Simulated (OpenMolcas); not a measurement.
**O2+: Slater's ratio, the spin-orbit constant, worked from levels**

```json
{
  "Program": "OpenMolcas 26.06",
  "Basis": "ANO-RCC-VTZP [4s3p2d1f]",
  "Scalar Hamiltonian": "DKH2, point nucleus",
  "Active space": "2 electrons in 3 orbitals (2p)",
  "State averaging": "2S+1 = 3 even, 3 roots; 2S+1 = 1 even, 6 roots",
  "Spin-orbit coupling": "state interaction with AMFI integrals over the reference wave functions, term energies averaged over their components"
}
```

Methods: CASSCF; SS-CASPT2, IPEA 0.25 Eh, imaginary shift 0.1 Eh (closed shells correlated: 1s 2s).

**Slater's ratio.** With one set of orbitals, p2 has 1D - 3P = 6 F2 and 1S - 1D = 9 F2 (F2 = F²/25), a ratio of 3/2. Term energies are centres of gravity, weighted by 2J + 1.

```
   Source  1D - 3P  1S - 3P  F2 from the first  Ratio
   CASSCF    22514    55852               3752  1.481
SS-CASPT2    20548    46891               3425  1.282
```

Energies in cm-1. A ratio away from 3/2 shows effects beyond one configuration with one set of orbitals, and in heavier atoms second-order spin-orbit shifts.

**The spin-orbit constant.** For the Hund term 3P of p2, E(J) = (A/2) J(J+1) + constant and ζ = 2S·A = 2A. From J = 0 to J = 2 the energy changes by 3 A.

```csv
Source,E(2) - E(0),A,ζ
CASSCF,336.0,112.0,224
SS-CASPT2,336.3,112.1,224
```

All in cm-1. Both methods take the spin-orbit matrix elements from the reference wave functions, so the second can move ζ only through the term energies and any multistate remixing. Second-order mixing with other terms is absorbed into this ζ.

Term energies are means over components that CASPT2 splits; among the terms shown or strongly mixed into the levels shown the widest spread is 70 cm-1 (2s2 2p2 1D, SS-CASPT2). With the s shell closed, the reference lacks s² → p² mixing. Only configurations of the active space appear.
